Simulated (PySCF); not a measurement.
# TDDFT excited states: C4H4O2S

C₄H₄O₂S.
Bonds: O1–C2, C2–C3, C3–C4 (double), C4–O5, O5–C6, C6–S7 (double), C3–C6. Hydrogens: H8 on O1; H9, H10 on C2; H11 on C4.

Method: TDDFT B3LYP/def2-SVPD, vertical, gas phase, core orbitals frozen in the response (PySCF). Geometry: GFN2-xTB, one conformer, isolated molecule. Torsions of this conformer, `[OH:1][CH2:2][C:3]1=[CH:4][O:5][C:6]1=[S:7]`: O1–C2–C3–C4 -7°, H–O1–C2–C3 -60°.

```
state  E (eV)  E (hartree)       f  |μ| (D)  main configurations (H = HOMO, L = LUMO)
   S1    2.72       0.1001  0.0000     0.05                                 H→L (99%)
   S2    3.18       0.1169  0.0095     0.89                               H-1→L (96%)
   S3    4.64       0.1705  0.0023     0.36                  H-3→L (83%), H-2→L (15%)
   S4    5.38       0.1975   0.269     3.64                  H-2→L (76%), H-3→L (14%)
   S5    5.86       0.2153  0.0038     0.41                               H-4→L (91%)
   S6    6.12       0.2250   0.018     0.88                H-1→L+1 (88%), H→L+1 (10%)
   S7    6.23       0.2291  0.0093     0.63                H→L+1 (82%), H-1→L+1 (10%)
   S8    6.48       0.2382  0.0050     0.45                               H→L+2 (94%)
```

Triplets (Tamm–Dancoff): T1 2.33 eV, H→L (98%); T2 2.40 eV, H-1→L (94%); T3 3.24 eV, H-2→L (81%), H-3→L (14%).

The lowest singlet lies at 2.72 eV (455 nm, visible) and is dark (f under 0.0005); its leading configuration is HOMO→LUMO (99%). The strongest level in the table is S4 at 5.38 eV (231 nm, f = 0.269). Löwdin shares by element: HOMO sulfur 72%, carbon 18% or more, oxygen 6% or more; LUMO carbon 56% or more, sulfur 34%. Of the 8 states listed, 2 reach f = 0.01 and 1 stays under 0.0005. Orbital energies (eV): HOMO-3 -8.57, HOMO-2 -8.48, HOMO-1 -7.24, HOMO -7.08, LUMO -3.06, LUMO+1 -0.20, LUMO+2 0.47. The listed states span 3.76 eV, and the widest gap between neighbours is 1.46 eV (S2 to S3). 2 computed singlets (S1 to S2) lie in the visible range (380 to 750 nm), the largest f among them at 390 nm, f = 0.0095; light of that wavelength is violet, and its complementary colour is yellow-green; a Tamm–Dancoff triplet lies at 533 nm, without intensity as long as spin–orbit coupling is left out. Only the lowest 8 singlets were computed, as vertical energies without vibronic structure.
